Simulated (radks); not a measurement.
S I, 16 electrons, occupied as [Ne] 3s2 3p3 6s1 (not the ground configuration).

Calculated with a radial shooting solver on a logarithmic mesh with Libxc functionals: Dirac Kohn-Sham, PBEsol, spin-unpolarised, spherical densities, finite nucleus; open shells fill j = l - 1/2 first; Fermi nuclear charge, rms radius 3.2611 fm.

Energy parts (eV):
| part | energy |
|---|---|
| total | -10830.553 |
| kinetic | 10877.169 |
| electron-nucleus | -25711.352 |
| Hartree | 4670.868 |
| exchange-correlation | -667.239 |

Orbitals (lengths in bohr, moments of r in powers of bohr; r(max) is where P^2 peaks; r(90%) holds 90 % of the orbital's charge):
| orbital | occ. | eigenvalue (eV) | r(90%) | r(max) | <r^2> |
|---|---|---|---|---|---|
| 1s1/2 | 2 | -2411.864 | 0.173 | 0.06336 | 0.01266 |
| 2s1/2 | 2 | -221.3385 | 0.752 | 0.3887 | 0.2736 |
| 2p1/2 | 2 | -167.2805 | 0.735 | 0.3246 | 0.2434 |
| 2p3/2 | 4 | -166.0191 | 0.739 | 0.3264 | 0.2458 |
| 3s1/2 | 2 | -25.9864 | 2.47 | 1.392 | 3.101 |
| 3p1/2 | 2 | -15.2600 | 2.93 | 1.547 | 4.220 |
| 3p3/2 | 1 | -15.1609 | 2.94 | 1.553 | 4.251 |
| 6s1/2 | 1 | -0.6315 | 29.6 | 23.34 | 532.8 |

The highest occupied level is 6s1/2 at -0.632 eV. Summed over all electrons, <r^2> = 553.7 bohr^2, which gives a Langevin (diamagnetic) susceptibility term of -439 x 10^-6 cm^3/mol. The density falls to 0.001 e/bohr^3 at r = 3.74 bohr.
